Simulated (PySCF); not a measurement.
# Indirect couplings

Molfile (atoms numbered from 1):
```
C3LiN
     RDKit          3D

  5  4  0  0  0  0  0  0  0  0999 V2000
    3.0397   -0.2208   -0.2013 Li  0  0  0  0  0  1  0  0  0  0  0  0
    1.1394   -0.0883   -0.0639 C   0  0  0  0  0  0  0  0  0  0  0  0
   -0.0899    0.0052    0.0266 C   0  0  0  0  0  0  0  0  0  0  0  0
   -1.4565    0.1099    0.1249 C   0  0  0  0  0  0  0  0  0  0  0  0
   -2.6155    0.1996    0.2081 N   0  0  0  0  0  0  0  0  0  0  0  0
  1  2  1  0
  2  3  3  0
  3  4  1  0
  4  5  3  0
M  END
```

Indirect spin–spin couplings were computed at B3LYP/pcJ-1 (PySCF 2.14.0 with density-fitted response routines) on a PBE0-D3(BJ)/def2-SVP structure, for the isolated molecule, without vibrational or relativistic corrections. Couplings are averaged over pairs made equivalent by symmetry, fast rotation or ring inversion, so a value needn't be that of the named pair in this geometry, while other rotamers aren't included; one pair stands for each set, and the list holds those of at least 0.8 Hz over up to four bonds.

Isotopes: ¹³C, ⁷Li, ¹⁵N.

```tsv
pair	bonds	J (Hz)
Li1, C2	1	95.6
C2, C3	1	121.2
C3, C4	1	150.3
C4, N5	1	-22.4
Li1, C3	2	?
C2, C4	2	7.2
C3, N5	2	?
Li1, C4	3	?
C2, N5	3	-11.4
```

Question: Estimate the withheld couplings, with signs.

Answer: 
- ²J(Li1,C3) = 18.7 Hz (angle at C2 180°)
- ²J(C3,N5) = 6.1 Hz (angle at C4 180°)
- ³J(Li1,C4) = 2.2 Hz
